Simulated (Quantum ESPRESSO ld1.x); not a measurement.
Cu II, configuration [Ne] 3s1.75 3p6 3d10 4p0.25 (fractional occupations, a model configuration).

Calculated with ld1.x of Quantum ESPRESSO 7.5: scalar-relativistic Kohn-Sham, relativistic LDA (MacDonald-Vosko exchange, VWN5 correlation), spin-unpolarised, spherical densities, point nucleus.

Energy parts (eV):
| part | energy |
|---|---|
| total | -44884.58 |
| kinetic | 45457.56 |
| electron-nucleus | -107831.42 |
| Hartree | 19207.86 |
| exchange-correlation | -1718.59 |

Orbitals (lengths in bohr, moments of r in powers of bohr; <r^-3> diverges for s and p1/2; r(max) is where P^2 peaks; r(90%) holds 90 % of the orbital's charge):
| orbital | occ. | eigenvalue (eV) | <r^-3> | r(90%) | r(max) |
|---|---|---|---|---|---|
| 1s | 2 | -8819.53 | - | 0.0934 | 0.03423 |
| 2s | 2 | -1068.94 | - | 0.365 | 0.1972 |
| 2p | 6 | -926.210 | 703.2 | 0.338 | 0.1583 |
| 3s | 1.75 | -124.700 | - | 1.07 | 0.6146 |
| 3p | 6 | -82.7664 | 89.89 | 1.16 | 0.6196 |
| 3d | 10 | -15.8712 | 7.836 | 1.76 | 0.5987 |
| 4s | 0 | -12.8954 | - | 3.82 | 2.092 |
| 4p | 0.25 | -7.2726 | 3.630 | 5.11 | 2.693 |
| 4d | 0 | -2.3582 | 0.1479 | 10.4 | 5.690 |
| 4f | 0 | -0.9439 | 0.0008298 | 22.3 | 12.68 |
| 5p | 0 | -2.2834 | 0.7534 | 12.8 | 8.048 |

The highest occupied level is 4p at -7.273 eV. The configuration is held as typed, so some empty levels lie below it. The density falls to 0.001 e/bohr^3 at r = 3.48 bohr.
